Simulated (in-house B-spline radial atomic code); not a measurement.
# RPA and G0W0 on CAM-B3LYP: the silicon ion Si³⁺

Configuration [Ne] 3s1, highest spin, mean-field start CAM-B3LYP. Computed with a B-spline radial code for spherical atoms: all electrons, scalar-relativistic (spin-free one-electron X2C), finite nucleus, each spin shell either full or empty, empty states to l = 9 with an (l + 1/2)⁻⁴ tail; G0W0 by contour deformation at full frequency.

RPA overbinds a lone outer s electron by self-correlation, and G0W0 tends to as well.

Command:
```bash
python run_gw.py task.json out
```
Settings (radii: box in bohr, nucleus in fm):
```
Z                        14
electrons                11
configuration            [Ne] 3s1
hamiltonian              x2c
method                   camb3lyp
lmax                     9
rms_radius               3.1224
spin_polarised           True
box_radius               14.14
intervals                70
ion_configuration        [He] 2s2 2p6
```

Time taken, with all properties: 4.8 s on 1 thread of Arm Neoverse N1, on a shared host.

Energies (hartree):

| term | value |
| --- | --- |
| mean-field total | -287.86429 |
| Hartree-Fock functional on these orbitals | -287.41780 |
| direct second order | -0.70312 |
| second-order exchange | 0.25957 |
| SOSEX correction | 0.24008 |

(1) What is the RPA correlation energy, and what remains with SOSEX?

Quasi-particle levels (eV):

```
  level  occupied  mean field  Σx - vxc     Σc  QP weight     G0W0
  3s up       yes      -43.22     -1.59      ?          ?        ?
2p down       yes     -138.23    -13.67   3.01      0.930  -148.89
  2p up       yes     -138.52    -13.82   3.06      0.920  -149.29
3s down        no      -36.27      4.64  -1.81      0.953   -33.45
```

G0W0 = mean field + (Σx - vxc) + Σc, with Σc (partial-wave tail included) taken at the quasi-particle energy. Only the outer levels were computed. Levels of low weight are left out.

(2) Where does G0W0 put 3s up?

(3) What does it cost to remove one electron (to [He] 2s2 2p6) by differences of total energies, each species on its own start (correlation terms add to the Hartree-Fock functional)?

## Answers

(1) RPA gives -0.6334 hartree (-1.57 eV per electron); RPA + SOSEX gives -0.39333, and the second-order doubles -0.44356 hartree (no singles). SOSEX takes back 38 % of the RPA value.

(2) At -45.95 eV, with Σc = -1.15 eV and a quasi-particle weight of 0.973. The tabulated removal energy is 45.142 eV (NIST, measured); the calculation leaves out spin-orbit coupling, Breit and QED terms, and what these don't explain is the method's own error.

(3) CAM-B3LYP 45.91 eV, Hartree-Fock functional 44.71 eV, + RPA 45.67 eV, + RPA + SOSEX 45.08 eV, + second order 45.19 eV. Tabulated: 45.142 eV (NIST, measured); the calculation leaves out spin-orbit coupling, Breit and QED terms, and what these don't explain is the method's own error.
